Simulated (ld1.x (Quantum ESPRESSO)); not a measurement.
# Before and after: RRKJ potential for boron

```
Element                 : boron
Generator               : ld1.x (Quantum ESPRESSO) 7.5
Type                    : norm-conserving RRKJ (Kleinman–Bylander form)
Functional              : PBE
Relativity              : scalar-relativistic
Frozen core             : [He]
Valence charge          : 3
Reference configuration : 2s1.5 2p1.5
Partial waves           : 2p (bound): rc 2.70 bohr; 3d channel at -0.05 Ry: rc 2.40 bohr; 2s (bound): rc 1.40 bohr
Local potential         : the s channel
Core correction         : a·sin(br)/r model core, default radius (core density twice the valence density)
```

Change: wave 2p (bound): rc 2.70 bohr becomes 2p (bound): rc 2.94 bohr.

Cutoffs: the cutoffs (Ry, on a coarse ladder) from which the occupation-weighted sum of valence levels, in a spherical-Bessel basis at the reference potential, stays within 10 and 1 mRy of its value at 400 Ry; they do not see the model core or the augmentation charge, which bear on the density cutoff. Errors are all-electron minus pseudo energies relative to the spin-unpolarised reference configuration.

**Question.** How do hardness, ghosts and transferability respond?

**Answer.** The potential gets neither clearly harder nor softer (18 Ry and 50 Ry → 18 Ry and 50 Ry); the s channel sets the loose cutoff, while the largest relative change is in p, which becomes softer; of the 7 tests that both files solve, the error grows in 6 and shrinks in 0 by more than 15 % and 0.3 meV (median size 5.9 → 9.4 meV); neither file shows a bound ghost. More of the atom is replaced by a form fitted at one configuration, so other configurations suffer.

```csv
quantity,base,changed
"cutoff, loose",18 Ry,18 Ry
"cutoff, tight",50 Ry,50 Ry
loose cutoff by channel (10 mRy a level),"p 12 Ry, s 18 Ry","p 10 Ry, s 18 Ry"
bound ghosts,none,none
"error for 2s2 2p1, meV [ΔE -2.92 eV]",-3.7,-5.8
"error for 2s2 2p0, meV [ΔE 5.30 eV]",+94,+140
"error for 2s1 2p0, meV [ΔE 30.72 eV]",+323,+460
"error for 2s1 2p1, meV [ΔE 11.44 eV]",-0.4,+0.6
"error for 2s2 2p1.3, meV [ΔE -3.66 eV]",-5.9,-9.4
"error for 2s1 2p2, meV [ΔE 2.93 eV]",-3.8,-5.8
"error for 2s0 2p3, meV [ΔE 8.80 eV]",-34,-52
```
